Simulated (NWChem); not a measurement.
System: GeSiH5OCl; SMILES [SiH2](Cl)[O][GeH3]

The following NWChem deck was run.

```
start job
memory heap 200 mb stack 900 mb global 1100 mb
geometry units angstroms noautosym nocenter noautoz
  Si    -1.001074     1.345694     0.001385
  Cl     0.956083     2.049127    -0.000833
  O     -0.992021    -0.291853    -0.003107
  Ge     0.216492    -1.610992    -0.002639
  H     -1.661304     1.868571    -1.223446
  H     -1.655963     1.862504     1.231703
  H      1.071303    -1.488295     1.268954
  H     -0.615764    -2.899880    -0.003788
  H      1.073336    -1.486984    -1.272707
end
basis spherical
  * library pcsseg-1
end
dft
  xc pbe0
  iterations 150
end
property
  shielding 7 1 2 3 4 5 7 8
end
task dft property
```

All runs use the structure optimised with PBE0/def2-SVP.

GIAO values for the isolated, static molecule; σ is the absolute isotropic shielding, δ = σ(reference) − σ with the isolated reference molecule computed at the same levels (1H: tetramethylsilane, 17O: water, 29Si: tetramethylsilane).

Atoms are numbered as in the input.

Task: What results follow from this input? (PBE0/pcSseg-1, GIAO.) Quantities: δ Si1 (ppm); σ Cl2 (ppm); δ O3 (ppm); σ Ge4 (ppm); δ H5 (ppm); δ H7 (rotor mean) (ppm).

Result: 
- δ Si1 (ppm): -12.7
- σ Cl2 (ppm): 901.4
- δ O3 (ppm): 28.4
- σ Ge4 (ppm): 1413.9
- δ H5 (ppm): 5.49
- δ H7 (rotor mean) (ppm): 5.23
